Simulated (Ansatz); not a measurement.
Reaction (formal exchange of groups at a Ge–Si bond): `[SiH3][GeH2][SiH2][GeH2][GeH3]` + GeH₄ → `[GeH3][GeH2][SiH2][GeH2][GeH3]` + SiH₄

Computed with Ansatz on PBE0-D4/def2-TZVP structures; ΔE is electronic, products minus reactants. CCSD(T)/CBS adds triple-zeta CCSD(T) − MP2 to the extrapolated MP2 energy (def2 sets, frozen cores). This one scheme is used for every species. Functionals use def2-TZVPP. B3LYP here is the variant with VWN-RPA as its local correlation; programs differ in this. For Ge outer-core shells are correlated without core-valence functions, which leaves a few kJ/mol of doubt a bond. Scalar relativity is left out up to krypton. Each species was taken in one conformer, which may not be the lowest.

Is it downhill or uphill in electronic energy at CCSD(T)/CBS, and by how much? (An estimate is asked.)

Ansatz gave: Downhill: ΔE = -3.8 kcal/mol.

What do these levels give: LDA (SPW92), ωB97X-V, r2SCAN, B3LYP, CCSD/def2-SVP, SCS-MP2/def2-QZVPP? (Best estimate.)

Ansatz gave: LDA (SPW92) -2.2, ωB97X-V -3.3, r2SCAN -3.1, B3LYP -3.8, CCSD/def2-SVP -3.5, SCS-MP2/def2-QZVPP -4.5 kcal/mol.

Largest T1 diagnostic among the species: 0.012.

Leaving LDA and LC-ωPBE aside and taking each functional with its dispersion term where it has one, the values, not all of them listed here, spread over 2.8 kcal/mol, from BHLYP-D4 to B97M-V.
